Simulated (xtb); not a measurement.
Mo(NH)2(OH)2 (H4MoN2O2), SMILES [OH][Mo]([OH])(=[NH])=[NH], multiplicity 1. All values are semi-empirical tight-binding results from xtb (GFN2-xTB unless named), good for trends rather than for accurate numbers. Geometry: GFN2-xTB. The spin state was assumed, not searched. Other conformers were not sampled.

Optimised geometry:

```xyz
9

Mo    -0.0070    -0.0136    -0.0126
N     -1.5049    -0.8687    -0.2080
H     -2.3064    -1.4281    -0.4649
N      1.0850    -0.4258    -1.2980
H      1.5799    -0.7800    -2.1051
O     -0.3253     1.7607    -0.0956
H     -0.3909     2.6709    -0.3941
O      0.7334    -0.4952     1.5596
H      1.0861    -0.9556     2.3245
```

For metal compounds this method's bond lengths and energies can be far off.

```yaml
orbital_gap: 3.46 eV
zero_point_energy: 30.9 kcal/mol
G − E(el) at 298.15 K (modified RRHO): 10.5 kcal/mol
```

Computed atomic charges and the Wiberg bond orders between heavy atoms:
charges (e) Mo1 0.89, N2 -0.49, H3 0.19, N4 -0.49, H5 0.19, O6 -0.47, H7 0.33, O8 -0.47, H9 0.33. Bond orders Mo1–N2 2.16, Mo1–N4 2.17, Mo1–O6 1.23, Mo1–O8 1.23.
